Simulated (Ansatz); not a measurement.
Start from `[NH]=[V]([NH2])([NH2])[Cl]` and change one atom or group to get `[NH]=[V]([NH2])([NH2])[OH]`.

Ansatz, PBE0-D4/def2-TZVP geometries, multiplicity 1. Each molecule was computed in one conformer, which needn't be the lowest.

Scalar relativity is left out up to krypton.

```json
{"property": "size of the dipole moment (B3LYP/def2-TZVPP) / D", "`[NH]=[V]([NH2])([NH2])[Cl]`": "3.21"}
{"property": "HOMO–LUMO gap (PBE/def2-TZVPP) / eV", "`[NH]=[V]([NH2])([NH2])[Cl]`": "3.28"}
{"property": "zero-point energy (PBE0-D4/def2-TZVP) / kJ/mol", "`[NH]=[V]([NH2])([NH2])[Cl]`": "174.1"}
{"property": "HOMO–LUMO gap (PBE0/def2-TZVPP) / eV", "`[NH]=[V]([NH2])([NH2])[Cl]`": "5.42"}
{"property": "LUMO energy (PBE0/def2-TZVPP) / eV", "`[NH]=[V]([NH2])([NH2])[Cl]`": "-1.85"}
{"property": "HOMO energy (B3LYP/def2-TZVPP) / eV", "`[NH]=[V]([NH2])([NH2])[Cl]`": "-7.04"}
```

Task: Give the same properties after the change, and the shifts. (An estimate is asked.)

Result: Computed: 
```
                                        property  `[NH]=[V]([NH2])([NH2])[OH]`  shift
size of the dipole moment (B3LYP/def2-TZVPP) / D                          0.93  -2.28
             HOMO–LUMO gap (PBE/def2-TZVPP) / eV                          3.30   0.02
  zero-point energy (PBE0-D4/def2-TZVP) / kJ/mol                         202.5   28.4
            HOMO–LUMO gap (PBE0/def2-TZVPP) / eV                          5.52   0.10
              LUMO energy (PBE0/def2-TZVPP) / eV                         -1.17   0.68
             HOMO energy (B3LYP/def2-TZVPP) / eV                         -6.47   0.57
```

With PBE0 the HOMO rises by 0.58 eV and the LUMO rises by 0.68 eV, so the gap widens by about 0.10 eV. PBE moves the HOMO by 0.63 eV and ωB97M-V by 0.53 eV. The zero-point energy changes by 28.4 kJ/mol with +3 modes. Dipoles are sizes alone; their direction can turn.

B3LYP here is the variant with VWN-RPA as its local correlation; programs differ in this.
